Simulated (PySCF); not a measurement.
C4H11OPSi.
InChI=1S/C4H11OPSi/c7-6-3-1-5-2-4-6/h1-4H2,7H3

The closed-shell ground state was solved at several levels (PySCF, density fitting, gas phase, non-relativistic). Geometry: GFN2-xTB, one conformer, isolated molecule.

```json
{"level": "B3LYP/def2-SVPD", "basis functions": "239", "total energy (Eh)": "-864.7895", "HOMO (eV)": "-6.54", "LUMO (eV)": "0.01", "gap (eV)": "6.55", "dipole (D)": "0.29"}
{"level": "PBE0/def2-SVPD", "basis functions": "239", "total energy (Eh)": "-864.2314", "HOMO (eV)": "-6.72", "LUMO (eV)": "0.22", "gap (eV)": "6.94", "dipole (D)": "0.29"}
```

Task: Estimate the row for PBE0/pcSseg-1, a basis of 188 functions; the other rows only guide the guess.

Result: Total energy -864.5239 Eh, HOMO -6.76 eV, LUMO 0.34 eV, gap 7.10 eV, dipole 0.37 D.

Task: Over all these levels, which gives the widest orbital gap and which the narrowest?

Result: PBE0/pcSseg-1 (global hybrid, 25 % exact exchange) has the widest, 7.10 eV, and B3LYP/def2-SVPD (global hybrid, 20 % exact exchange) the narrowest, 6.55 eV. Functional and basis both differ between the two, so the spread mixes both effects.

Task: How far do the dipole and the HOMO energy spread over the levels?

Result: The dipole runs from 0.29 to 0.37 D (mean 0.32 D) and the HOMO from -6.76 to -6.54 eV.
